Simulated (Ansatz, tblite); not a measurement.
Removing an electron: ZnBr₂⁻. Total charge -1; doublet. Geometry: PBE-D4/def2-TZVPD. Ansatz, gas phase; energy differences of separate SCF runs; the oxidised species is a singlet (the triplet lies 2.67 eV higher at PBE0-D4/def2-TZVPD).

Cartesian coordinates in Å:
```
Zn 0.397 -0.356 -0.624
Br -0.385 1.975 -0.831
Br -0.013 -1.619 1.456
```

The xTB rows come from tblite. The structure comes from a short search, and lower isomers may exist.

| level | −HOMO (eV) | vertical IE (eV) | −LUMO (eV) | HOMO–LUMO gap (eV) | remarks |
| --- | --- | --- | --- | --- | --- |
| GFN2-xTB | – | 6.73 | – | – | – |
| PBE-D4/def2-TZVPD | -0.17 | 2.36 | -1.04 | 0.87 | HOMO above zero (-1 doublet) |
| PBE0-D4/def2-TZVPD | 0.65 | 2.43 | -1.91 | 2.56 | – |

**Question.** Estimate the rows for GFN1-xTB, r2SCAN-D4/def2-TZVPD.

**Answer.** 
```json
{"level": "GFN1-xTB", "−HOMO (eV)": "–", "vertical IE (eV)": "5.61", "−LUMO (eV)": "–", "HOMO–LUMO gap (eV)": "–"}
{"level": "r2SCAN-D4/def2-TZVPD", "−HOMO (eV)": "0.09", "vertical IE (eV)": "2.52", "−LUMO (eV)": "-1.41", "HOMO–LUMO gap (eV)": "1.50"}
```

  A HOMO above zero means that the electron is unbound at that level or that self-interaction error raises the level; the energy of removing that electron tells which. HOMO and LUMO are the levels of the spin that leaves or enters (xTB has no such levels and no spin-polarisation term). Other spin states of the ions may lie lower, which would lower the ionisation energy or raise the affinity. Raw xTB energy differences between charge states are shifted by several eV; the methods need an empirical correction for them.
